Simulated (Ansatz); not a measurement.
Computed with Ansatz on PBE0-D4/def2-TZVP structures; ΔE is electronic, products minus reactants. CCSD(T)/CBS adds triple-zeta CCSD(T) − MP2 to the extrapolated MP2 energy (def2 sets, frozen cores). This one scheme is used for every species. DFT in def2-TZVPP. For Ga, Se outer-core shells are correlated without core-valence functions, which leaves a few kJ/mol of doubt a bond. Scalar relativity is left out up to krypton. One conformer a species, not always the lowest.

Reaction (ligand exchange at a Ga–Se bond): `[F][Ga]([SH])[SeH]` + NH₃ → `[NH2][Ga]([F])[SH]` + H₂Se

| level | ΔE (kcal/mol) |
| --- | --- |
| PBE | 16.8 |
| CCSD(T)/def2-TZVPP | 15.0 |
| SCS-MP2/def2-QZVPP | 14.7 |
| MP2/CBS(def2) | 15.9 |

(1) What does CCSD(T)/CBS give? (An estimate is asked.)

Largest T1 diagnostic among the species: 0.013.

## Answers

(1) Ansatz gave: +15.3 kcal/mol. The listed levels differ from it by 1.5, -0.3, -0.6, 0.6 kcal/mol.
